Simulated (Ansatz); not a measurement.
**Abstraction of Cl: BCl3 + GeH2Cl → BCl2 + GeH2Cl2**

Species: BCl3 (boron trichloride) `ClB(Cl)Cl`, singlet; GeH2Cl `[Cl][GeH2]`, doublet; BCl2 `Cl[B]Cl`, doublet; GeH2Cl2 (dichlorogermane) `[Cl][GeH2][Cl]`, singlet. A radical takes Cl: the energy is the difference in strength between the B–Cl bond broken and the Ge–Cl bond made.

Shapes, held fixed at every level: PBE0-D4/def2-TZVP. Programs: Ansatz 0.2.0. The zero-point and thermal change to 298 K, harmonic and unscaled (PBE0-D4/def2-TZVP), is +1.0 kJ/mol.

| level | kind | ΔH(298 K) (kJ/mol) | less CCSD(T)/def2-TZVPP | CPU time (sum over the molecules) |
| --- | --- | --- | --- | --- |
| HF/def2-TZVPP | Hartree–Fock | +65.0 | -20.0 | – |
| PBE0-D4/def2-TZVPP | global hybrid | +89.7 | +4.7 | 19 s |
| r2SCAN0-D4/def2-TZVPP | global hybrid | +82.7 | -2.3 | 37 s |
| wB97M-V/def2-TZVPP | range-separated hybrid | +101.0 | +16.0 | 71 s |
| wB97X-V/def2-TZVPP | range-separated hybrid | +87.8 | +2.8 | 48 s |
| B2PLYP/def2-TZVPP | double hybrid | +88.3 | +3.3 | 27 s |
| CCSD(T)/def2-SVP | coupled cluster or CI | +102.8 | +17.8 | 9.8 s |
| CCSD(T)/def2-TZVPP | coupled cluster or CI | +85.0 | 0.0 | 79 s |

The highest level, CCSD(T)/def2-TZVPP, gives ΔH(298 K) = +85.0 kJ/mol; the levels span +65.0 to +102.8. The column of differences is taken from that level and isn't an error. No measured value is set beside it here. Open shells run unrestricted. Relativity is left out for Ge. Outer-core shells of Ge are correlated, in sets that cover them unevenly. Times are processor times on shared x86 and Arm servers, and rough.
